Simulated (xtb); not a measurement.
C$_{2}$H$_{4}$N, doublet, at a GFN2-xTB geometry. Base run: GFN0-xTB in xtb.

Here is a job for xtb.
```
$ xtb mol.xyz --gfn 0 --uhf 1 --json

# file mol.xyz
7

C      1.31120828    -0.15668231    -0.21200825
N      0.11562011    -0.33131293    -0.26397662
C     -1.07674994     0.25688588     0.27315521
H      1.96810973     0.54605768     0.28532144
H     -1.70417788     0.56801654    -0.56204592
H     -1.60723309    -0.51156564     0.83538198
H     -0.87278958     1.11546051     0.92229710
```

Variants of this job, named by their change:

| change | ΔE vs base (kJ/mol) |
|---|---|
| base | 0.00 |
| etemp = 1000 | 0.00 |
| etemp = 5000 | -8.34 |
| file = coord | 0.00 |
| etemp = 10000 | -78.4 |
| etemp = 3000 | -0.70 |
